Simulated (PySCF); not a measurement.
Compound: C₃H₁₁NOSi₄.
Geometry (GFN2-xTB, Å), atoms numbered from 1 in this order:
```
atom  x, y, z in Å
C1     2.9661    0.3464    0.2889
C2     1.8813   -0.7160    0.4099
Si3    0.3970   -0.3568   -0.7418
Si4   -0.7696    1.6356   -0.2211
O5     0.0625    2.2918    1.0324
Si6   -2.6584    0.4064    0.4854
Si7   -1.5359   -1.5910   -0.1163
C8    -2.3309   -2.3246   -1.6311
N9    -2.8177   -2.7195   -2.5933
H10    3.8129    0.1187    0.9352
H11    2.5724    1.3193    0.5742
H12    3.3302    0.4125   -0.7348
H13    1.5351   -0.7486    1.4450
H14    2.3100   -1.6973    0.1951
H15    0.9191   -0.5295   -2.1127
H16   -0.9870    2.7238   -1.1899
H17   -0.2263    3.0706    1.4992
H18   -3.0251    0.4855    1.9106
H19   -3.9332    0.6616   -0.1944
H20   -1.5077   -2.7783    0.7564
```

Probes without a nucleus sit at each ring's centroid and 1 Å off its mean plane on both sides; NICS is minus the shielding there, NICSzz its component along the normal. Level: GIAO PBE0/pcSseg-1 (PySCF, non-relativistic, gas phase) on the GFN2-xTB geometry, one conformer.

Ring bond lengths (Å), with Mayer bond orders in brackets: Si3–Si4 2.367 (0.84), Si4–Si6 2.362 (0.83), Si6–Si7 2.369 (0.86), Si7–Si3 2.377 (0.87).

Task: What do the NICS probes read (ppm)?

Result: 
| ring | type | NICS(0) | NICS(1), two faces | NICS(1)zz, two faces | rms pucker (Å) | centre to ring atoms, mean (Å) |
| --- | --- | --- | --- | --- | --- | --- |
| Si3–Si4–Si6–Si7 | 4-membered ring with 4 Si; formal bonds all single | 3.4 | -0.9 / 0.6 | 4.2 / 7.3 | 0.02 | 1.67 |

Task: What do they say, and how far can they be read as aromaticity?

Result: 
- Si3–Si4–Si6–Si7: mean NICS(1)zz 5.8 ppm, deshielded. Si3, Si4, Si6, Si7 have four or more neighbours; no verdict on aromaticity is drawn. The two faces differ by 3.1 ppm, so no symmetry operation interchanges them.

Task: At the second NICS(1) probe listed for ring Si3–Si4–Si6–Si7, 1 Å off the ring, how large is the induced field along the normal in 14.1 T applied along it?

Result: NICSzz × B0 = 7.3 ppm × 14.1 T = 103 μT, along the applied field.
